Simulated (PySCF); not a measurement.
**Polarisability and C₆ of Au⁺ (gold, charge +1)**

[Xe] 4f14 5d10, closed-shell 1S. Computed with PySCF 2.14 in x2c-TZVPPall with one added diffuse shell each of s, p, d, f type (12s8p8d4f1g, 113 functions), with scalar relativity by spin-free X2C-1e. Coupled (time-dependent) response in atomic units; α is the mean over directions.

```csv
method,mean α (bohr³),C₆ (like pair),S(−4)
PBE0,13.67,101.9,50.96
r2SCANh,13.80,104.1,50.68
```

S(−4) is the Cauchy moment in α(ω) = α(0) + S(−4) ω² + …

α(iu) at r2SCANh:

```csv
u (hartree),α(iu) (bohr³)
0,13.80
0.0500,13.68
0.100,13.33
0.200,12.18
0.300,10.86
0.500,8.546
0.750,6.515
1.00,5.133
1.50,3.433
2.00,2.460
3.00,1.434
5.00,0.6559
```

A single London oscillator, α(iu) = α/(1 + u²/ω²), gives C₆ = (3/4) ω α². Matching the computed C₆ needs ω = 4 × 104.1 / (3 × 13.80²) = 0.729 hartree.

For an ion, C₆ is the dispersion term alone; charge-induced terms of lower order in 1/R come first.

Spin-orbit coupling, which splits the p, d and f shells strongly at this Z, is absent.
